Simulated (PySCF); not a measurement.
**Electron correlation in Ag (silver, neutral)**

[Kr] 4d10 5d1, 2D determinant (an excited configuration). Calculation: PySCF 2.14, in aug-cc-pVTZ-PP with ECP28MDF (6s6p5d3f2g, 88 functions); scalar relativity through the core potential. Frozen: 4s2 4p6; 11 electrons correlated.

| level | correlation energy (mhartree) |
| --- | --- |
| CCSD | -346.64 |
| (T) | -26.29 |
| CCSD(T) | -372.93 |

Diagnostics: T1 = 0.0042, D1 = 0.0157, largest double amplitude 0.325.

The outer electron is Rydberg-like, and this basis confines it to a smaller radius and binds it less than a complete one would. A double-excitation amplitude exceeds 0.15, a sign of near-degeneracy.

Cost of the coupled-cluster step: roughly 80 core-seconds, for 11 correlated electrons.
